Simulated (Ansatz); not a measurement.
Calculated with Ansatz (gas phase, PBE0-D4/def2-TZVP geometries, no zero-point term in ΔE). CBS: MP2 limit from def2 TZ/QZ plus the TZ coupled-cluster correction, frozen cores. Functionals use def2-TZVPP. HSE06 is defined as in plane-wave codes. For Ge outer-core shells are correlated without core-valence functions, which leaves a few kJ/mol of doubt a bond. Scalar relativity is left out up to krypton. Each species was taken in one conformer, which may not be the lowest.

`[AlH2][CH2][GeH3]` + `CC(=O)OC(C)C` → `CC(=O)[O][GeH3]` + `CC(C)[CH2][AlH2]`  (formal exchange of groups at a Ge–C bond)

Q: Is it downhill or uphill in electronic energy at CCSD(T)/CBS, and by how much? (Estimate.)

A: Ansatz gave: Downhill: ΔE = -42.3 kJ/mol.

Q: What do these levels give: r2SCAN-D4, B97M-V, r2SCANh-D4, r2SCAN0-D4, PBE, HSE06, BHLYP, LC-ωPBE, SCS-MP2/def2-TZVPP, CCSD/def2-TZVPP, SCS-MP2/def2-QZVPP, HF/CBS(def2)? (Estimate.)

A: Computed: r2SCAN-D4 -40.5, B97M-V -45.5, r2SCANh-D4 -40.6, r2SCAN0-D4 -40.9, PBE -38.7, HSE06 -39.1, BHLYP -42.1, LC-ωPBE -41.5, SCS-MP2/def2-TZVPP -48.7, CCSD/def2-TZVPP -43.8, SCS-MP2/def2-QZVPP -48.3, HF/CBS(def2) -44.7 kJ/mol.

Largest T1 diagnostic among the species: 0.014.

The D4 term adds −3.5 kJ/mol with B3LYP and −1.6 kJ/mol with PBE0; it sums over pairs of atoms, weighted by their polarisabilities, and B3LYP, whose exchange is more repulsive, gets the larger term. Leaving LDA and LC-ωPBE aside and taking each functional with its dispersion term where it has one, the values spread over 5.0 kJ/mol, from B97M-V to r2SCAN-D4.

B3LYP here is the variant with VWN-RPA as its local correlation; programs differ in this.
